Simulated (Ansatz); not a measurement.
Cost and result for the atomization energy of BClH5NSi2 (`BN1[SiH2][SiH]1Cl`) (10 atoms, 10 bonds).

```csv
atom,x (Å),y (Å),z (Å)
B1,-1.538,0.837,-0.048
N2,-0.317,0.137,-0.020
Si3,0.711,-0.849,-1.078
Si4,0.980,-0.299,1.061
Cl5,2.182,1.233,1.689
H6,-1.910,1.417,0.933
H7,-2.195,0.840,-1.052
H8,1.376,-0.112,-2.179
H9,0.110,-2.117,-1.560
H10,0.602,-1.086,2.254
```

The species carries charge 0 and has multiplicity 1. The geometry is a stationary point of PBE0-D4/def2-TZVP. Program: Ansatz. All runs use 4 threads of an Arm Neoverse V1 on a shared host. Times are those of one run each, without the atoms' runs, and a repeat can differ threefold. Electronic energies, without spin–orbit coupling; frozen cores. CCSD(T)/CBS adds CCSD(T) − MP2 in def2-TZVPP to the MP2 limit, and its time is that of the two runs behind it. T1 = 0.013. HSE06 is the plane-wave form, built on full-range PBE exchange.

CCSD(T)/CBS is a level of theory with its own doubt, some kJ/mol a heavy atom from the limit and from the frozen cores, so smaller differences don't rank the functionals.

```
                 level  functions  wall time  atomization (kJ/mol)  difference from CCSD(T)/CBS  per bond
LDA (SPW92)/def2-TZVPP        258      1.4 s                3790.1                        444.1      44.4
    BLYP-D4/def2-TZVPP        258      2.3 s                3340.3                         -5.7      -0.6
      CCSD(T)/def2-SVP        107      3.4 s                3087.8                       -258.2     -25.8
    PBE0-D4/def2-TZVPP        258      3.6 s                3351.4                          5.4       0.5
   HSE06-D4/def2-TZVPP        258      3.7 s                3353.8                          7.8       0.8
 r2SCANh-D4/def2-TZVPP        258        6 s                3351.8                          5.8       0.6
     B2PLYP/def2-TZVPP        258        6 s                3312.3                        -33.7      -3.4
   PBE-QIDH/def2-TZVPP        258        6 s                3331.5                        -14.5      -1.5
    ωB97X-V/def2-TZVPP        258        9 s                3386.8                         40.8       4.1
     B97M-V/def2-TZVPP        258       11 s                3389.9                         43.9       4.4
        MP2/def2-QZVPP        474       21 s                3360.2                         14.2       1.4
    CCSD(T)/def2-TZVPP        258      110 s                3241.8                       -104.2     -10.4
     CCSD(T)/CBS(def2)          –    2.2 min                3346.0                          0.0       0.0
```

The D4 term adds +45.3 kJ/mol with B3LYP and +23.8 kJ/mol with PBE0; it sums over pairs of atoms, weighted by their polarisabilities, and B3LYP, whose exchange is more repulsive, gets the larger term. In def2-TZVPP, CCSD(T) changes the Hartree–Fock value by +775.0 kJ/mol (the triples alone add +52.0 kJ/mol) and MP2 by +830.8 kJ/mol; breaking electron pairs costs correlation energy, which Hartree–Fock lacks. From BLYP to BHLYP (50 % exact exchange), in def2-TZVPP and without D4, the atomization energy moves by −26.7 kJ/mol: exact exchange takes away binding that semilocal exchange gives to molecules.

B3LYP here is the variant with VWN-RPA as its local correlation; programs differ in this.
